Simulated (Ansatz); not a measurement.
Start from `C[S][GaH2]` and change one element to get `C[Se][GaH2]`.

Ansatz, PBE0-D4/def2-TZVP geometries, multiplicity 1. 

Scalar relativity is left out up to krypton.

| property | `C[S][GaH2]` |
| --- | --- |
| HOMO–LUMO gap (PBE0/def2-TZVPP) / eV | 5.76 |
| HOMO energy (ωB97M-V/def2-TZVPP) / eV | -9.27 |
| size of the dipole moment (ωB97M-V/def2-TZVPP) / D | 1.38 |
| LUMO energy (ωB97M-V/def2-TZVPP) / eV | 0.33 |
| HOMO energy (PBE/def2-TZVPP) / eV | -6.01 |
| HOMO–LUMO gap (PBE/def2-TZVPP) / eV | 3.90 |

Problem. What does the change do to each property? (An estimate is asked.)

Solution. Computed: 
```csv
property,`C[Se][GaH2]`,shift
HOMO–LUMO gap (PBE0/def2-TZVPP) / eV,5.43,-0.33
HOMO energy (ωB97M-V/def2-TZVPP) / eV,-8.95,0.32
size of the dipole moment (ωB97M-V/def2-TZVPP) / D,1.31,-0.07
LUMO energy (ωB97M-V/def2-TZVPP) / eV,0.25,-0.08
HOMO energy (PBE/def2-TZVPP) / eV,-5.81,0.20
HOMO–LUMO gap (PBE/def2-TZVPP) / eV,3.65,-0.25
```

With PBE0 the HOMO rises by 0.27 eV and the LUMO falls by 0.06 eV, so the gap narrows by about 0.33 eV. PBE moves the HOMO by 0.20 eV and ωB97M-V by 0.32 eV. Dipoles are sizes alone; their direction can turn.

Spin–orbit coupling is left out; it splits and shifts lone-pair levels of the heavy atoms by tenths of an eV.
